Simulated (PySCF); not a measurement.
**Excitation energy of Zr by level of theory**

Zr [Kr] 4d2 5s2 (3F) → Zr [Kr] 4d2 5s1 6s1 (5F), as a difference of total energies. All numbers are calculated (PySCF 2.14, scalar relativity through the core potential, in aug-cc-pVTZ-PP with ECP28MDF). Correlated levels: valence: 4s2 4p6 frozen. The calculations carry no spin-orbit coupling.

```csv
method,excitation energy (cm⁻¹)
UHF,24870
LDA,34757
PBE,32434
PBE0,31607
r2SCAN,30952
r2SCANh,31020
MP2 (valence),31727
SCS-MP2 (valence),33725
```

The promoted electron is Rydberg-like, and one or two diffuse shells describe it only roughly, which tends to raise the upper state.
